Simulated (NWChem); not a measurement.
System: thionyl fluoride (SOF2); SMILES O=S(F)F

The following NWChem deck was run.

```
start job
memory heap 200 mb stack 900 mb global 1100 mb
geometry units angstroms
  O      0.005986    -1.371071    -0.389891
  S      0.000753    -0.172811     0.403403
  F      1.165575     0.780066    -0.186427
  F     -1.172333     0.769866    -0.186440
end
basis spherical
  * library def2-svp
end
dft
  xc xpbe96 cpbe96
  iterations 150
end
driver
  maxiter 120
end
task dft optimize
task dft freq
```

NWChem printed, in part:

```
             Northwest Computational Chemistry Package (NWChem) 7.3.0
             --------------------------------------------------------

 CS  symmetry detected

                             Geometry "geometry" -> ""
                             -------------------------

 Output coordinates in angstroms (scale by  1.889725989 to convert to a.u.)

  No.       Tag          Charge          X              Y              Z
 ---- ---------------- ---------- -------------- -------------- --------------
    1 O                    8.0000    -0.36352222    -1.38328485     0.00000000
    2 S                   16.0000     0.40715732    -0.17034511     0.00000000
    3 F                    9.0000    -0.20035219     0.76621114     1.16896513
    4 F                    9.0000    -0.20035219     0.76621114    -1.16896513

 Effective nuclear repulsion energy (a.u.)     190.8287780799

      Symmetry information
      --------------------

 Group name             Cs
 Group number              2
 Group order               2
 No. of unique centers     3

                                Z-matrix (autoz)
                                --------

 Units are Angstrom for bonds and degrees for angles

      Type          Name      I     J     K     L     M      Value
      ----------- --------  ----- ----- ----- ----- ----- ----------
    1 Stretch                  1     2                       1.43707
    2 Stretch                  2     3                       1.61638
    3 Stretch                  2     4                       1.61638
    4 Bend                     1     2     3               106.70761
    5 Bend                     1     2     4               106.70761
    6 Bend                     3     2     4                92.63852
    7 Torsion                  1     2     3     4        -108.31917
    8 Torsion                  1     2     4     3         108.31917
    9 Torsion                  3     2     1     4          98.06391
   10 Torsion                  1     4     2     3        -108.31917
   11 Torsion                  3     1     2     4         -98.06391
   12 Torsion                  1     3     2     4         108.31917

  pbe96 is a nonlocal functional; adding pw91lda local functional.

                           NWChem Geometry Optimization
                           ----------------------------

[...]

      ----------------------
      Optimization converged
      ----------------------

  Step       Energy      Delta E   Gmax     Grms     Xrms     Xmax
  ---- ---------------- -------- -------- -------- -------- --------
@    3    -672.29430943 -2.5D-07  0.00002  0.00001  0.00048  0.00106
                                     ok       ok       ok       ok

                                Z-matrix (autoz)
                                --------

 Units are Angstrom for bonds and degrees for angles

      Type          Name      I     J     K     L     M      Value     Gradient
      ----------- --------  ----- ----- ----- ----- ----- ---------- ----------
    1 Stretch                  1     2                       1.45968   -0.00001
    2 Stretch                  2     3                       1.65320    0.00001
    3 Stretch                  2     4                       1.65320    0.00001
    4 Bend                     1     2     3               106.89584   -0.00002
    5 Bend                     1     2     4               106.89584   -0.00002
    6 Bend                     3     2     4                93.18890    0.00001
    7 Torsion                  1     2     3     4        -108.73175    0.00002
    8 Torsion                  1     2     4     3         108.73175   -0.00002
    9 Torsion                  3     2     1     4          98.80203   -0.00001
   10 Torsion                  1     4     2     3        -108.73175    0.00002
   11 Torsion                  3     1     2     4         -98.80203    0.00001
   12 Torsion                  1     3     2     4         108.73175   -0.00002

                         Geometry "geometry" -> "geometry"
                         ---------------------------------

[...]

 Rotational Constants
 --------------------
 A=   0.263632 cm-1  (  0.379299 K)
 B=   0.259283 cm-1  (  0.373042 K)
 C=   0.152288 cm-1  (  0.219103 K)

 Temperature                      =   298.15K
 frequency scaling parameter      =   1.0000

 Zero-Point correction to Energy  =    5.557 kcal/mol  (  0.008856 au)
 Thermal correction to Energy     =    8.102 kcal/mol  (  0.012912 au)
 Thermal correction to Enthalpy   =    8.695 kcal/mol  (  0.013856 au)

 Total Entropy                    =   67.613 cal/mol-K
   - Translational                =   39.250 cal/mol-K (mol. weight =  85.9638)
   - Rotational                   =   24.542 cal/mol-K (symmetry #  =        1)
   - Vibrational                  =    3.821 cal/mol-K

 Cv (constant volume heat capacity) =   12.172 cal/mol-K
   - Translational                  =    2.979 cal/mol-K
   - Rotational                     =    2.979 cal/mol-K
   - Vibrational                    =    6.213 cal/mol-K

[normal modes left out]

 ----------------------------------------------------------------------------
 Normal Eigenvalue ||           Projected Infra Red Intensities
  Mode   [cm**-1]  || [atomic units] [(debye/angs)**2] [(KM/mol)] [arbitrary]
 ------ ---------- || -------------- ----------------- ---------- -----------
    1       -0.000 ||    0.000323           0.007         0.315       0.080
    2       -0.000 ||    0.000060           0.001         0.059       0.015
    3        0.000 ||    0.000338           0.008         0.330       0.084
    4        0.000 ||    0.001215           0.028         1.184       0.301
    5        0.000 ||    0.001108           0.026         1.080       0.274
    6        0.000 ||    0.000771           0.018         0.751       0.191
    7      314.386 ||    0.003652           0.084         3.561       0.905
    8      345.701 ||    0.004128           0.095         4.024       1.023
    9      466.708 ||    0.023400           0.540        22.812       5.797
   10      718.362 ||    0.176346           4.068       171.911      43.684
   11      766.514 ||    0.146832           3.388       143.139      36.373
   12     1277.691 ||    0.126245           2.913       123.070      31.273
 ----------------------------------------------------------------------------
```

Level: PBE/def2-SVP.
